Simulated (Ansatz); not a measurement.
Calculated with Ansatz (gas phase, PBE0-D4/def2-TZVP geometries, no zero-point term in ΔE). CBS: MP2 limit from def2 TZ/QZ plus the TZ coupled-cluster correction, frozen cores. This one scheme is used for every species, atoms too. DFT in def2-TZVPP. B3LYP here is the variant with VWN-RPA as its local correlation; programs differ in this. Open shells (•) are unrestricted, without spin–orbit coupling. Spin–orbit coupling would lower the free atoms: a little for B, C, O; clearly for Se. Bonds to Se are less sure, by a few kJ/mol each and by 10 to 20 or more in all where they break to atoms, as the def2 sets lack core-valence functions. Scalar relativity is left out up to krypton. Each species was taken in one conformer, which may not be the lowest.

Reaction (atomization): `B[Se]C(C)O` → B• + 2 C• + 7 H• + O• + Se•

```tsv
level	ΔE (eV)	difference from CCSD(T)/CBS
PBE-D4	46.42	1.00
r2SCAN-D4	45.66	0.24
B2PLYP	44.92	-0.50
PBE	46.17	0.75
r2SCAN	45.60	0.18
B3LYP	44.99	-0.43
HF/def2-TZVPP	33.05	-12.37
CCSD/def2-TZVPP	43.60	-1.82
MP2/CBS(def2)	46.13	0.71
CCSD/CBS(def2)	44.71	-0.71
CCSD(T)/CBS	45.42	0
```

Largest T1 diagnostic among the species: 0.014.

The D4 term adds +0.41 eV with B3LYP and +0.21 eV with PBE0; it sums over pairs of atoms, weighted by their polarisabilities, and B3LYP, whose exchange is more repulsive, gets the larger term. In def2-TZVPP, CCSD(T) changes the Hartree–Fock value by +11.25 eV (the triples alone add +0.70 eV) and MP2 by +11.96 eV; breaking electron pairs costs correlation energy, which Hartree–Fock lacks.

For atomizations the MP2-based limit and the directly extrapolated one differ by several kJ/mol either way, and by 10 to 25 for some Ge, Se and Sn compounds, so smaller differences from it don't rank the levels.
